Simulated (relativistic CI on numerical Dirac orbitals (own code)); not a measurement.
**One change at a time: Ru XX**

Base calculation: Dirac-Coulomb-Breit CI, KLI orbitals optimised for each configuration, model QED, unscaled Slater integrals.

CI space (outside the closed core [Ne]): 3s²3p⁶3d⁷, 3s²3p⁵3d⁸, 3s²3p⁴3d⁹, 3s3p⁶3d⁸, 3p⁶3d⁹, 3s3p⁵3d⁹, 3s²3p⁶3d⁶4s, 3s²3p⁶3d⁶4p, 3s²3p⁶3d⁶4d, 3s²3p⁶3d⁶4f, 3s²3p⁶3d⁵4s², 3s²3p⁵3d⁷4s, 3s²3p⁴3d⁸4s, 3s²3p⁶3d⁵4s4p, 3s²3p⁵3d⁷4p, 3s²3p⁶3d⁶5s. Levels of other configurations are missing.

The lowest level and the first level of each name with at least 55 % of one term (blank where a level has no safe partner in the second run):

```
            Level  Base (cm⁻¹)  Shift (cm⁻¹)
  3s²3p⁶3d⁷ ⁴F9/2            0             0
  3s²3p⁶3d⁷ ⁴F7/2        28926          +644
  3s²3p⁶3d⁷ ⁴F5/2        39280          +154
  3s²3p⁶3d⁷ ⁴F3/2        43287          -648
  3s²3p⁶3d⁷ ⁴P5/2        70983          -194
  3s²3p⁶3d⁷ ²G9/2        73934          +893
  3s²3p⁶3d⁷ ⁴P1/2        82874           +69
  3s²3p⁶3d⁷ ²G7/2        97665         +1427
 3s²3p⁶3d⁷ ²H11/2       101304         +2022
  3s²3p⁶3d⁷ ²D5/2       109313          +885
  3s²3p⁶3d⁷ ²P1/2       122769         +1488
  3s²3p⁶3d⁷ ²H9/2       131176         +2777
  3s²3p⁶3d⁷ ²F5/2       150674           -17
  3s²3p⁶3d⁷ ²D3/2       152872         +2147
  3s²3p⁶3d⁷ ²F7/2       166884         +1796
3s²3p⁵3d⁸ ⁴G°11/2      1306417         +4115
 3s²3p⁵3d⁸ ²F°7/2      1350319         +3400
 3s²3p⁵3d⁸ ²D°5/2      1354377         +2973
 3s²3p⁵3d⁸ ⁴G°9/2      1360295         +4896
 3s²3p⁵3d⁸ ²D°3/2      1412963         +4059
 3s²3p⁵3d⁸ ²S°1/2      1415861         +3228
 3s²3p⁵3d⁸ ⁴D°1/2      1475868         +4184
```

At this charge energies of transitions that change n are usually good to better than 1 %, and those within a shell (Δn = 0) to a few per cent. Terms inside the open d or f shell come out 10 to 20 % too wide with unscaled integrals.

**Question.** One thing was changed in a second run, which moved the levels as shown. Which?
A. configuration mixing switched off
B. Breit term removed
C. valence Slater integrals scaled by 0.9
D. QED terms removed

**Answer.** B. Breit term removed. The Breit term mainly narrows fine-structure intervals, so removing it widens them.

LS names give the leading component of a level, which can be under half, so a name can repeat, a term be missing and a line seem to break the LS rules.
